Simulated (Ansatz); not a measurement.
One change: `[SiH3]O[SiH3]` becomes `FC[SiH2]O[SiH3]`.

Ansatz, PBE0-D4/def2-TZVP geometries, multiplicity 1. Each molecule was computed in one conformer, which needn't be the lowest.

```json
{"property": "size of the dipole moment (ωB97M-V/def2-TZVPP) / D", "`[SiH3]O[SiH3]`": "0.27"}
{"property": "HOMO energy (B3LYP/def2-TZVPP) / eV", "`[SiH3]O[SiH3]`": "-8.54"}
{"property": "size of the dipole moment (PBE/def2-TZVPP) / D", "`[SiH3]O[SiH3]`": "0.24"}
{"property": "LUMO energy (B3LYP/def2-TZVPP) / eV", "`[SiH3]O[SiH3]`": "-0.43"}
{"property": "HOMO–LUMO gap (PBE/def2-TZVPP) / eV", "`[SiH3]O[SiH3]`": "6.22"}
{"property": "HOMO energy (PBE/def2-TZVPP) / eV", "`[SiH3]O[SiH3]`": "-7.32"}
```

(1) What does the change do to each property? (An estimate is asked.)

Answers

(1) Ansatz gave: 
| property | `FC[SiH2]O[SiH3]` | shift |
| --- | --- | --- |
| size of the dipole moment (ωB97M-V/def2-TZVPP) / D | 1.30 | 1.03 |
| HOMO energy (B3LYP/def2-TZVPP) / eV | -8.18 | 0.36 |
| size of the dipole moment (PBE/def2-TZVPP) / D | 1.20 | 0.96 |
| LUMO energy (B3LYP/def2-TZVPP) / eV | -0.33 | 0.10 |
| HOMO–LUMO gap (PBE/def2-TZVPP) / eV | 5.90 | -0.32 |
| HOMO energy (PBE/def2-TZVPP) / eV | -6.91 | 0.41 |

With PBE0 the HOMO rises by 0.36 eV and the LUMO rises by 0.10 eV, so the gap narrows by about 0.26 eV. PBE moves the HOMO by 0.41 eV and ωB97M-V by 0.35 eV. Dipoles are sizes alone; their direction can turn.

B3LYP here is the variant with VWN-RPA as its local correlation; programs differ in this.
